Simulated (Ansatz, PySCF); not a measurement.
Donor–acceptor adduct: AlH3 (SMILES [AlH3]) (first 4 atoms) with H2S (SMILES S); geometry from B3LYP-D3(BJ)/def2-TZVP, rigid monomers moved along the line of their centres of mass till Al1···S5 is 2.96 Å.
(charge 0, multiplicity 1):
```xyz
7

Al    -0.2520    -0.1264     0.4923
H     -1.0017    -1.4932     0.8004
H     -1.1170     1.1968     0.3387
H      1.1968    -0.1837    -0.1560
S      0.6987     0.4818     3.2313
H      1.2046    -0.7269     3.5335
H     -0.4482     0.2460     3.8924
```

Monomers are frozen at their geometry in the pair; levels with a basis set take the counterpoise correction. Rows marked so take none.

Correlated levels freeze the cores. CBS(a, b) extrapolates the correlation energy as X⁻³ and adds the Hartree–Fock energy of set b. Rows in 6-31G* carry no dispersion term and start afresh at each structure (6-31G* with six Cartesian d functions).

Run with Ansatz (Gaussian basis) for Hartree–Fock, density functionals and correlated methods; PySCF for 6-31G* rows. Each number belongs to the level named beside it.

**Question.** Estimate the interaction energy that CCSD(T)/CBS(aug-cc-pV(D+d)Z, aug-cc-pV(T+d)Z) returns for this input.

**Answer.** -50 kJ/mol

**Question.** What interaction energy does CCSD/aug-cc-pV(T+d)Z give?

**Answer.** -47 kJ/mol

**Question.** Predict the interaction energy from M06-2X/6-31G* (no counterpoise).

**Answer.** -57 kJ/mol

Ansatz is a first-principles code.
